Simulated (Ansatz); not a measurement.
Stepwise reaction of `[SiH3][SiH2]S` with water, as a gas-phase model of exchange steps in deposition or etching. ΔE in kJ/mol.

Computed with Ansatz on PBE0-D4/def2-TZVP structures; ΔE is electronic, products minus reactants. CCSD(T)/CBS adds triple-zeta CCSD(T) − MP2 to the extrapolated MP2 energy (def2 sets, frozen cores). This one scheme is used for every species. DFT in def2-TZVPP. B3LYP here is the variant with VWN-RPA as its local correlation; programs differ in this. One conformer a species, not always the lowest.

```json
{"step": "1", "reaction": "`[SiH3][SiH2]S` + H₂O → `O[SiH2][SiH2]S` + H₂", "PBE-D4": "-58.4", "B3LYP-D4": "-63.3", "ωB97M-V": "-62.1", "CCSD(T)/CBS": "-58.8"}
{"step": "2", "reaction": "`O[SiH2][SiH2]S` + H₂O → `O[SiH2][SiH](O)S` + H₂", "PBE-D4": "-70.0", "B3LYP-D4": "-77.4", "ωB97M-V": "-76.3", "CCSD(T)/CBS": "-72.7"}
```

Q: By hand: ΔE of the 2 steps together at CCSD(T)/CBS.

A: (-58.8) + (-72.7) = -131.5 kJ/mol, or -65.8 kJ/mol a step.

In ΔE each step is lower than the one before. All are downhill at CCSD(T)/CBS. PBE-D4 differs from CCSD(T)/CBS by 0.4 to 2.7 kJ/mol a step. Isolated molecules leave out the surface, adducts and barriers. Largest T1 diagnostic: 0.012.
